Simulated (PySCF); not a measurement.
# Boron: a sound run and one with changed settings

Sound run: B⁺ [He] 2s2, B²⁺ [He] 2s1. Calculation: PySCF 2.14, in cc-pVDZ (3s2p1d, 14 functions); the non-relativistic Hamiltonian (point nucleus). The sound run starts from symmetry-adapted Hartree-Fock orbitals and uses a fine grid where one is needed.

Changed run: radial step 1.2 in ln r (0.13 in the sound run). This setting is unsound on purpose.

```tsv
species	method	sound run (hartree)	changed run (hartree)	converged
B⁺	UHF	-24.23456	-24.23456	yes
B⁺	BP86	-24.32515	-24.49667	yes
B⁺	TPSS	-24.34276	-24.52078	yes
B²⁺	UHF	-23.37140	-23.37140	yes
B²⁺	BP86	-23.41633	-23.53214	yes
B²⁺	TPSS	-23.43510	-23.53970	yes
```

Ionisation energy of B⁺:

```csv
method,sound run (eV),changed run (eV)
UHF,23.488,23.488
BP86,24.730,26.246
TPSS,24.699,26.697
```

A coarse radial grid mis-integrates the density and the exchange-correlation energy, with errors of either sign; Hartree-Fock needs no grid.

For comparison, NIST gives 25.155 eV between the lowest levels.
